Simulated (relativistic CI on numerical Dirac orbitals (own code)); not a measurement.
# Radial parameters of Pb

Calculated at this level of theory: Dirac-Coulomb-Breit CI, KLI orbitals optimised for each configuration, model QED (radiative potential, 1s self-energy scaled to tabulated hydrogen-like ionisation energies), valence Slater integrals scaled by 0.85, P86 correlation energy added to each configuration (own radial code, finite nucleus).

Slater integrals F^k, G^k are unscaled and averaged over j, outside the closed core [Xe] 4f14 5d10; ζ comes from projecting the Hamiltonian with its Breit term on Σ l·s of the shell.

- 6s2.6p2: F^2(6p,6p) = 30437, ζ(6p) = 7722.4 cm⁻¹; <r>(6p) = 3.393, <r^2>(6p) = 13.46 (bohr units).
- 6s2.6p.7s: ζ(6p) = 9319.5, G^1(6p,7s) = 4207.3 cm⁻¹; <r>(6p) = 3.188, <r^2>(6p) = 11.85, <r>(7s) = 7.389, <r^2>(7s) = 61.68 (bohr units).
- 6s2.6p.7p: ζ(6p) = 9570.1, F^2(6p,7p) = 4252, G^0(6p,7p) = 961.36, G^2(6p,7p) = 1156.4, ζ(7p) = 652.22 cm⁻¹; <r>(6p) = 3.119, <r^2>(6p) = 11.25, <r>(7p) = 10.63, <r^2>(7p) = 126.2 (bohr units).

In this model ζ of a weakly bound d, f or g electron outside closed shells comes out too small, for d by up to a factor of two or three and at times with the wrong sign; that of an outer p electron is too small as well.

Correlation outside the listed configurations is missing or only estimated: errors of thousands of cm⁻¹ between configurations and terms are usual at this charge. Rates and lifetimes follow the computed energies and can be off by large factors. The fine structure of a lone outer electron comes out too small, for d and f at times inverted, and misplaced configurations move strength between like terms. 16 of the 21 excited levels that our extract of the measured tables holds in this range could be paired (the sources list more); they are missed by 616 cm⁻¹ on average and 1268 at most, and levels without a partner can miss by more.

Averages of the first 10 configurations, taken without configuration mixing, which lowers the lowest level and can move excited configurations by several eV; other configurations of the list can lie among them:

```
Configuration  Parity  States  Average energy above the lowest level (eV)
      6s2.6p2    even      15                                         1.8
    6s2.6p.7s     odd      12                                         5.6
    6s2.6p.7p    even      36                                         6.7
    6s2.6p.6d     odd      60                                         7.0
    6s2.6p.8s     odd      12                                         7.3
    6s2.6p.7d     odd      60                                         7.8
       6s.6p3     odd      40                                        10.2
    6s2.6p.8p    even      36                                         7.7
    6s2.6p.5f    even      84                                         7.8
      6s2.6d2    even      45                                        14.2
```
